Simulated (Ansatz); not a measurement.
Harmonic frequencies (cm⁻¹) at PBE0-D4/def2-TZVP from Ansatz: 584, 688, 870, 918, 2555, 2702.

Question: Which molecule is it?
A. `Cl[CH]Br`•
B. `O[B]Cl`•
C. `[Cl][Sn]([Cl])[Cl]`•
D. `[BH]S`•

Answer: D.
